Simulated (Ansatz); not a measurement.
Job for Ansatz (a program for electronic structure): R-wB97X-V/def2-TZVPPD on CH5FO (a complex), monomers drawn apart or pushed together. Files ending in .json are basis or fitting sets from the Basis Set Exchange.

Ansatz 0.2 input:
```yaml
crystal:
  periodic: [false, false, false]
  atoms:
    - {symbol: O, position_ang: [-0.12139854, -0.06330217, 0.58278213]}
    - {symbol: H, position_ang: [0.00780982, 0.63656445, -0.06439309]}
    - {symbol: H, position_ang: [-0.47988093, 0.37229124, 1.36722086]}
    - {symbol: C, position_ang: [0.50618716, -0.19111448, 5.40386177]}
    - {symbol: F, position_ang: [-0.42949451, 0.74796265, 4.94514381]}
    - {symbol: H, position_ang: [-0.02545686, -0.94407219, 5.98441331]}
    - {symbol: H, position_ang: [0.98848672, -0.64006744, 4.53712408]}
    - {symbol: H, position_ang: [1.23209194, 0.33074218, 6.02641731]}
basis:
  gaussian:
    orbitals: def2-TZVPPD.json
hamiltonian:
  xc: {name: wB97X-V}
scf: {lower_state_search: off}
```

Question: Give the final energy of this run.

Answer: -216.1950 hartree.
